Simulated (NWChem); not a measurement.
System: Si2NH7O; SMILES [SiH2]([SiH2]O)N

NWChem input:

```
start job
memory heap 200 mb stack 900 mb global 1100 mb
geometry units angstroms noautosym nocenter noautoz
  N     -0.470526     2.408324     0.024826
  Si     0.610544     1.019386    -0.018991
  Si    -0.529101    -1.057342    -0.002767
  O      0.469370    -2.426111    -0.039913
  H     -1.052981     2.553998    -0.805898
  H     -1.057971     2.505023     0.859208
  H      1.519678     1.105124     1.182948
  H      1.452111     1.136805    -1.263290
  H     -1.395121    -1.169526    -1.227847
  H     -1.461877    -1.065871     1.193633
  H      1.164932    -2.426820     0.640367
end
basis spherical
  * library def2-svp
end
dft
  xc xpbe96 cpbe96
  iterations 150
end
cosmo
  do_cosmo_smd true
  solvent thf
end
task dft energy
```

Geometry: optimised at PBE-D3(BJ)/def2-SVP. Solvent: tetrahydrofuran.

Level: PBE/def2-SVP with SMD (1 M gas to 1 M solution), gas-phase geometry. Reactions with the solvent are ignored.

### Question
Predict the main results of this run. (PBE/def2-SVP, SMD on the gas-phase geometry.) Quantities: solvation free energy (kcal/mol); cavity-dispersion-structure term (kcal/mol); dipole in solution (D).

### Answer
The solvation free energy (kcal/mol) comes out as -4.8. The cavity-dispersion-structure term (kcal/mol) is 0.4 and the dipole in solution (D) is 1.64.
